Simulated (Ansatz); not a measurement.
Born–Oppenheimer molecular dynamics of C$_{2}$H$_{8}$OSi$_{2}$ (13 atoms, charge 0, multiplicity 1). It starts from a relaxed structure.

The calculation used RKS B3LYP-D4/def2-SVP (Ansatz 0.2.0).

| Property | Result |
| --- | --- |
| ensemble | NVT, Langevin thermostat |
| time step | 1 fs |
| steps asked | 150 |
| set temperature | 1000 K |
| friction | 0.02 /fs |
| seed | 887653 |

Frames 5 fs apart, positions in Å.

Velocities at 10 fs (Å/ps):

```
C -0.33 -1.66 0.95
O -3.16 -5.78 4.48
Si -4.21 0.73 2.08
C -2.15 5.04 -2.89
Si -4.21 0.74 -5.26
H 25.48 -13.65 -25.16
H 2.23 -25.78 26.22
H 34.30 1.88 -47.80
H -16.08 -15.89 -37.18
H 52.39 48.59 12.68
H -2.73 21.26 -18.71
H 7.62 8.94 -8.72
H 2.53 18.09 13.58
```

```xyz
13
Properties=species:S:1:pos:R:3 time_fs=10 energy_less_start_eV=0.795 T=572
C -1.598 0.263 1.801
O -0.864 -0.649 0.875
Si 0.542 -0.086 0.099
C 0.948 -1.036 -1.383
Si 0.566 0.542 -2.473
H -1.779 1.160 1.162
H -1.122 0.666 2.617
H -2.609 -0.126 2.098
H 1.646 0.177 0.966
H 0.419 -2.038 -1.513
H 2.037 -1.093 -1.217
H 1.854 1.336 -2.068
H 0.112 1.195 -0.694
13
Properties=species:S:1:pos:R:3 time_fs=15 energy_less_start_eV=0.789 T=531
C -1.580 0.281 1.778
O -0.859 -0.675 0.910
Si 0.521 -0.096 0.106
C 0.948 -0.992 -1.391
Si 0.540 0.554 -2.488
H -1.733 1.112 1.059
H -1.024 0.537 2.812
H -2.508 -0.234 1.986
H 1.729 0.088 0.926
H 0.588 -1.994 -1.442
H 2.035 -1.061 -1.303
H 1.869 1.303 -2.107
H 0.094 1.273 -0.631
13
Properties=species:S:1:pos:R:3 time_fs=20 energy_less_start_eV=0.991 T=627
C -1.547 0.263 1.741
O -0.833 -0.686 0.949
Si 0.512 -0.107 0.102
C 0.981 -0.946 -1.403
Si 0.504 0.561 -2.500
H -1.762 1.138 1.137
H -0.968 0.382 2.570
H -2.470 -0.317 1.972
H 1.799 -0.013 1.038
H 0.647 -2.082 -1.454
H 2.086 -1.050 -1.322
H 1.877 1.339 -2.193
H 0.102 1.222 -0.571
13
Properties=species:S:1:pos:R:3 time_fs=25 energy_less_start_eV=0.787 T=729
C -1.520 0.205 1.691
O -0.776 -0.697 0.965
Si 0.504 -0.126 0.112
C 1.019 -0.942 -1.436
Si 0.491 0.570 -2.509
H -1.781 1.267 1.350
H -0.813 0.458 2.625
H -2.466 -0.253 1.999
H 1.573 -0.055 1.142
H 0.525 -1.846 -1.573
H 2.091 -1.108 -1.308
H 1.798 1.316 -2.294
H 0.045 1.189 -0.448
13
Properties=species:S:1:pos:R:3 time_fs=30 energy_less_start_eV=1.219 T=391
C -1.479 0.203 1.707
O -0.717 -0.699 0.937
Si 0.482 -0.128 0.125
C 1.057 -0.921 -1.463
Si 0.483 0.582 -2.505
H -1.687 1.195 1.322
H -0.962 0.488 2.572
H -2.459 -0.219 2.047
H 1.467 0.014 1.189
H 0.309 -1.887 -1.760
H 2.149 -1.164 -1.335
H 1.719 1.359 -2.381
H -0.042 1.290 -0.275
13
Properties=species:S:1:pos:R:3 time_fs=35 energy_less_start_eV=1.151 T=622
C -1.444 0.225 1.735
O -0.725 -0.714 0.930
Si 0.481 -0.118 0.117
C 1.069 -0.917 -1.492
Si 0.466 0.604 -2.487
H -1.638 1.200 1.124
H -0.888 0.493 2.731
H -2.391 -0.211 1.977
H 1.599 0.182 1.137
H 0.458 -1.583 -1.845
H 2.101 -1.201 -1.477
H 1.721 1.509 -2.393
H -0.078 1.339 -0.270
13
Properties=species:S:1:pos:R:3 time_fs=40 energy_less_start_eV=1.318 T=610
C -1.382 0.279 1.746
O -0.785 -0.737 0.942
Si 0.502 -0.099 0.109
C 1.097 -0.868 -1.495
Si 0.441 0.633 -2.470
H -1.607 1.137 1.116
H -0.861 0.483 2.693
H -2.420 -0.191 1.939
H 1.649 0.356 0.934
H 0.277 -1.755 -2.086
H 2.179 -1.259 -1.533
H 1.642 1.620 -2.316
H -0.029 1.294 -0.411
13
Properties=species:S:1:pos:R:3 time_fs=45 energy_less_start_eV=0.937 T=647
C -1.355 0.299 1.750
O -0.826 -0.766 0.950
Si 0.510 -0.081 0.091
C 1.081 -0.872 -1.542
Si 0.415 0.669 -2.458
H -1.557 1.238 1.156
H -0.713 0.415 2.644
H -2.326 -0.009 2.001
H 1.614 0.576 0.858
H 0.509 -1.587 -1.929
H 2.096 -1.204 -1.540
H 1.541 1.671 -2.248
H -0.008 1.175 -0.607
13
Properties=species:S:1:pos:R:3 time_fs=50 energy_less_start_eV=1.183 T=678
C -1.349 0.306 1.762
O -0.845 -0.779 0.949
Si 0.536 -0.087 0.053
C 1.057 -0.864 -1.589
Si 0.389 0.698 -2.447
H -1.393 1.255 1.263
H -0.663 0.469 2.599
H -2.428 0.061 2.175
H 1.515 0.659 0.889
H 0.335 -1.868 -1.918
H 2.151 -1.112 -1.552
H 1.548 1.648 -2.111
H -0.126 1.123 -0.905
13
Properties=species:S:1:pos:R:3 time_fs=55 energy_less_start_eV=0.890 T=856
C -1.348 0.287 1.779
O -0.814 -0.776 0.935
Si 0.542 -0.102 0.011
C 1.035 -0.898 -1.606
Si 0.353 0.728 -2.450
H -1.334 1.353 1.251
H -0.596 0.545 2.590
H -2.275 0.093 2.207
H 1.355 0.677 1.019
H 0.408 -1.845 -1.828
H 2.102 -1.032 -1.623
H 1.530 1.586 -1.939
H -0.303 1.029 -0.948
13
Properties=species:S:1:pos:R:3 time_fs=60 energy_less_start_eV=0.783 T=1134
C -1.307 0.285 1.784
O -0.754 -0.759 0.921
Si 0.534 -0.116 -0.026
C 1.026 -0.943 -1.575
Si 0.304 0.757 -2.456
H -1.354 1.135 1.215
H -0.586 0.544 2.561
H -2.361 -0.018 2.246
H 1.280 0.732 1.005
H 0.517 -1.940 -1.825
H 2.103 -0.973 -1.722
H 1.417 1.562 -1.835
H -0.484 0.942 -0.910
13
Properties=species:S:1:pos:R:3 time_fs=65 energy_less_start_eV=0.907 T=1045
C -1.272 0.255 1.797
O -0.685 -0.738 0.884
Si 0.518 -0.126 -0.053
C 1.012 -0.970 -1.533
Si 0.224 0.777 -2.448
H -1.510 1.208 1.118
H -0.587 0.494 2.664
H -2.198 -0.220 2.223
H 1.294 0.794 0.791
H 0.485 -2.061 -1.862
H 2.097 -0.978 -1.862
H 1.395 1.625 -1.763
H -0.589 0.902 -0.920
```

Of the whole run (150 fs, mean temperature of the second half 963 K): A run of 0.15 ps of so small a system gives no equilibrium averages.

The run took 13 min on 2 threads of Arm Neoverse N1 (shared host), peak memory 0.27 GiB.
